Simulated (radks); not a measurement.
Values are calculated unless marked as measured or tabulated.
Task: Numerical settings for the osmium ion Os+, [Xe] 4f14 5d6 6s1. Code: a radial shooting solver on a logarithmic mesh with Libxc functionals. Model: Dirac Kohn-Sham, BLYP, spin-unpolarised, spherical densities, point nucleus; open shells fill j = l - 1/2 first. The defaults (mesh step 0.008 in ln r, mesh end at 40 bohr or more with all orbitals vanishing there, Anderson mixing 0.5 over 9 steps, residual threshold near 1e-9 with the energy settled to 1e-9 hartree or 1e-11 of itself, here a cap of 72 iterations) give E = -17282.477 hartree and 6s1/2 at -13.071 eV in 15 iterations. Run on one thread of a shared host, so times are rough (Arm Neoverse V1): 0.2 s of CPU time, 0.2 s wall, 15 iterations on 2648 mesh points. One setting is changed at a time: mesh step in ln r 0.05; mesh step in ln r 0.005; mesh step in ln r 0.08; mesh end (bohr) 20; mesh end (bohr) 400; residual threshold 1e-16; residual threshold 0.01; mixing 1.5; linear mixing, mixing 0.5; linear mixing, mixing 1; mixing history 2; iteration cap 3. Which runs fail to converge, and which converge to a wrong energy?

Result: Not converged within the cap: mesh step in ln r 0.08; residual threshold 1e-16; linear mixing, mixing 1; iteration cap 3. No run marked as converged misses the energy by more than 1 mhartree.
